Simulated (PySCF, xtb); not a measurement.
C6H6O, SMILES C=C=C1C=CCO1.

GFN2-xTB (xtb 6.7.1) at its own geometry gives an orbital gap of 3.13 eV and a dipole moment of 1.57 D.

Coordinates come from a PBE-D3(BJ)/def2-SVP optimisation. One conformer was computed; it need not be the lowest.

Task: What does PySCF with HF/def2-TZVP give? (The exact figures need the calculation; the answer reports its results.)

Result: gap 11.20 eV (levels -8.23 and 2.98 eV), dipole 2.21 D.
